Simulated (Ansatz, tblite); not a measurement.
Cost and result up the ladder for the cluster GeO2⁻ (the lowest doublet isomer of a short search) (3 atoms). Total charge -1; doublet. Geometry: PBE-D4/def2-TZVPD.

```xyz
3

Ge    0.0296   -0.3291    0.3289
O    -1.5160   -0.2122   -0.4063
O     1.4864    0.5414    0.0775
```

Ansatz on 4 threads of Arm Neoverse V2 on a shared host; xTB runs through tblite on one thread. Times are rough, summed over both states, and most runs start from the orbitals of an earlier one. No level here is sound enough to serve as a yardstick. The other state is a singlet.

The xTB rows come from tblite. Correlated methods freeze 11 core orbitals; core or outer-core shells of Ge are correlated, in sets that lack core-valence functions. The structure comes from a short search, and lower isomers may exist.

Run but left out: HF/def2-TZVPPD (neutral singlet: restricted singlet, unstable towards broken spin symmetry).

Correlated methods converge slowly with the basis.

Raw xTB energies of ions are shifted by several eV, and xTB has no spin-polarisation term.

```tsv
level	functions	wall time	vertical IE (eV)	remarks
GFN2-xTB	17	0.003 s	7.12	–
GFN1-xTB	17	0.004 s	7.18	–
PBE-D4/def2-TZVPD	134	2 s	2.95	HOMO above zero (-1 doublet), restricted SCF unstable in HF (singlet)
PBE0-D4/def2-TZVPD (with forces)	134	3.2 s	3.21	restricted SCF unstable in HF (singlet)
r2SCAN-D4/def2-TZVPD	134	4.7 s	3.14	restricted SCF unstable in HF (singlet)
CCSD(T)/def2-TZVPPD	134	14 s	2.87	large T1 (0.031) (singlet), restricted SCF unstable (singlet)
```
